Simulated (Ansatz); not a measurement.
Reaction (ligand exchange at a Ge–C bond): `C[CH](C)[GeH3]` + `O[SiH3]` → `[SiH3][O][GeH3]` + `CCC`

Computed with Ansatz on PBE0-D4/def2-TZVP structures; ΔE is electronic, products minus reactants. CCSD(T)/CBS is the MP2 limit (def2-TZVPP, def2-QZVPP) plus CCSD(T) − MP2 in def2-TZVPP, frozen cores. DFT in def2-TZVPP. B3LYP here is the variant with VWN-RPA as its local correlation; programs differ in this. For Ge outer-core shells are correlated without core-valence functions, which leaves a few kJ/mol of doubt a bond. Scalar relativity is left out up to krypton.

```json
{"level": "B3LYP", "ΔE (eV)": "-0.69"}
{"level": "HF/def2-TZVPP", "ΔE (eV)": "-0.90"}
{"level": "SCS-MP2/def2-TZVPP", "ΔE (eV)": "-0.65"}
{"level": "CCSD/CBS(def2)", "ΔE (eV)": "-0.58"}
```

Question: What does CCSD(T)/CBS give? (An estimate is asked.)

Answer: Ansatz gave: -0.55 eV. The listed levels differ from it by -0.14, -0.35, -0.10, -0.03 eV.

Largest T1 diagnostic among the species: 0.012.

From PBE to PBE0 (25 % exact exchange), in def2-TZVPP and without D4, ΔE moves by −0.03 eV. At CCSD(T), def2-SVP lies −0.17 eV from the extrapolated value and def2-TZVPP −0.04 eV. Leaving LDA and LC-ωPBE aside and taking each functional with its dispersion term where it has one, the values, not all of them listed here, spread over 0.21 eV, from BHLYP-D4 to revPBE-D4. LDA lies +0.10 eV from PBE without D4.
